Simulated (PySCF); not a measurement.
Highest harmonic wavenumber (cm⁻¹) of eight silicon and germanium compounds: PBE-D3(BJ) beside r2SCAN-D4, computed with PySCF for isolated molecules in the bases named; differences from unrounded values. The eight are the first of their class met in an unordered collection, after screening for sound electronic states; none was chosen by its value. Each level has its own optimised geometry.

| molecule | basis | r2SCAN-D4 |
|---|---|---|
| Si(H)2(Et)(NH2) (C2H9NSi), SMILES CC[SiH2]N | def2-SVP | 3659 |
| C2H4ClNSi, SMILES N#CC[SiH2]Cl | def2-SVP | 3106 |
| C2H6N2OSi, SMILES C[Si@@H](N)OC#N | def2-SVP | 3688 |
| [(Z)-prop-1-enyl]silane (C₃H₈Si), SMILES C/C=C\[SiH3] | def2-SVP | 3143 |
| Si(F)(SH)3 (FH3S3Si), SMILES S[Si](S)(F)S | def2-SVP | 2675 |
| C4H8OSi, SMILES C#C[SiH2]CCO | def2-SVP | 3808 |
| FH₇OSi₃, SMILES O[Si@@H](F)[SiH2][SiH3] | def2-SVP | 3866 |
| CH8O2Si2, SMILES C[Si](O)(O)[SiH3] | def2-SVP | 3887 |

**Question.** Estimate the PBE-D3(BJ) values and say how PBE-D3(BJ) differs from r2SCAN-D4 over the set. (Estimate from the structure and the level; the computed values follow.)

**Answer.** 
| molecule | PBE-D3(BJ) | difference |
|---|---|---|
| Si(H)2(Et)(NH2) (C2H9NSi), SMILES CC[SiH2]N | 3564 | -95 |
| C2H4ClNSi, SMILES N#CC[SiH2]Cl | 3040 | -65 |
| C2H6N2OSi, SMILES C[Si@@H](N)OC#N | 3600 | -88 |
| [(Z)-prop-1-enyl]silane (C₃H₈Si), SMILES C/C=C\[SiH3] | 3082 | -61 |
| Si(F)(SH)3 (FH3S3Si), SMILES S[Si](S)(F)S | 2600 | -75 |
| C4H8OSi, SMILES C#C[SiH2]CCO | 3692 | -117 |
| FH₇OSi₃, SMILES O[Si@@H](F)[SiH2][SiH3] | 3748 | -118 |
| CH8O2Si2, SMILES C[Si](O)(O)[SiH3] | 3768 | -120 |
PBE-D3(BJ) lies below r2SCAN-D4 in 8 and above it in 0 of the eight; the mean signed difference is -92 and the largest -120 cm⁻¹.
